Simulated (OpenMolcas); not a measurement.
neutral cobalt.

```
Program             : OpenMolcas
Method              : CASSCF
Basis               : ANO-RCC-VTZP [6s5p3d2f1g]
Scalar Hamiltonian  : DKH2, point nucleus
Active space        : 9 electrons in 6 orbitals (3d 4s)
State averaging     : 2S+1 = 4 even, 20 roots; 2S+1 = 2 even, 40 roots kept (CI in the orbitals of an earlier block)
Spin-orbit coupling : RASSI with atomic mean-field integrals over the reference wave functions, term energies averaged over their components
```

Levels without dynamic correlation, in cm-1 above 3d7 4s2 4F 9/2:

| Level | E |
| --- | --- |
| 3d7 4s2 2G 9/2 | 17670 |
| 3d7 4s2 4P 5/2 | 17835 |
| 3d7 4s2 2P 3/2 | 23235 |

On this reference, MS-CASPT2, IPEA 0.25 Eh, imaginary shift 0.1 Eh (closed shells correlated: 3s 3p) puts 3d7 4s2 2G 9/2 at 16590 cm-1.

Task: Estimate the other levels at that method by one scale factor, and say how well it serves.

Result: The factor is 16590 / 17670 = 0.939. Scaled values beside those that MS-CASPT2 gives and measured ones (NIST Handbook of Basic Atomic Spectroscopic Data):
```json
{"Level": "3d7 4s2 4P 5/2", "Scaled": "16747", "MS-CASPT2": "15160", "Miss (%)": "+10.5", "Measured": "13795"}
{"Level": "3d7 4s2 2P 3/2", "Scaled": "21818", "MS-CASPT2": "19350", "Miss (%)": "+12.8", "Measured": ""}
```
For these levels the scaled values miss MS-CASPT2 by up to 12.8 %, as correlation changes each term by its own factor, spin-orbit parts do not scale and CASPT2 has its own spread within terms. This holds within one configuration; levels of others move differently, and the target method has errors of its own against measurement.

Term energies are means over components that CASPT2 splits; among the terms shown or strongly mixed into the levels shown the widest spread is 1700 cm-1 (3d7 4s2 4F, MS-CASPT2). Terms from blocks run as CI alone lack orbitals of their own. Without dynamic correlation excited terms often stand tens of per cent too high (terms of higher spin than the ground term too low), and those without a measured partner can miss by more than the paired ones (holds for CASSCF). Measured partners are found by configuration, term and J. A level has none where our copy of the source lacks it or the pairing is in doubt (some pairs that miss far off the trend of their configuration count as doubtful), and it then counts in no deviation. Only configurations of the active space appear.
